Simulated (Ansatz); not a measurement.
`[NH2][SnH3]` + CH₃NH₂ → `C[NH][SnH3]` + NH₃ at 700 K and 1 bar (ligand exchange at the Sn–N bond).

Computed with Ansatz on PBE0-D4/def2-TZVP structures; ΔE is electronic, products minus reactants. CCSD(T)/CBS adds triple-zeta CCSD(T) − MP2 to the extrapolated MP2 energy (def2 sets, frozen cores). This one scheme is used for every species. def2 core potentials past Kr. For Sn outer-core shells are correlated without core-valence functions, which leaves a few kJ/mol of doubt a bond.

```csv
species,CCSD(T)/CBS energy (Eh),H − E (kJ/mol),S (J/(mol·K))
`[NH2][SnH3]`,-271.71442,171.8,369.2
CH₃NH₂,-95.75281,207.6,296.6
`C[NH][SnH3]`,-310.95876,262.2,428.0
NH₃,-56.50880,116.9,226.5
```

H − E and S are ideal-gas, rigid-rotor, harmonic terms from PBE0-D4/def2-TZVP, for one conformer and one mirror image of each species. 1 Eh = 2625.50 kJ/mol, R = 8.31446 J/(mol·K).

By hand: ΔE, ΔH, ΔS and ΔG.

ΔE = (-310.95876) + (-56.50880) − (-271.71442) − (-95.75281) = -0.00033 Eh = -0.9 kJ/mol. Δ(H − E) = 262.2 + 116.9 − 171.8 − 207.6 = -0.3, so ΔH = -1.2 kJ/mol. ΔS = 428.0 + 226.5 − 369.2 − 296.6 = -11.3 J/(mol·K). ΔG = -1.2 − 700 × (-11.3)/1000 = 6.7 kJ/mol.

By hand: the equilibrium constant, and the temperature at which ΔG would vanish if ΔH and ΔS stayed fixed.

log₁₀ K = −ΔG/(RT ln 10) = -0.5. ΔG = 0 at ΔH/ΔS = 106 K, though so small a ΔH makes that figure unsure.

TΔS isn't small against ΔH here. A doubt of 5 kJ/mol in ΔE shifts log₁₀ K by 0.4 here. Other conformers and mirror images would add mixing entropy, several J/(mol·K) or more a flexible species. These are equilibria of isolated gas molecules and say nothing of rates. Largest T1 diagnostic: 0.013 (customary marks: 0.02 for closed shells, 0.045 for open ones).
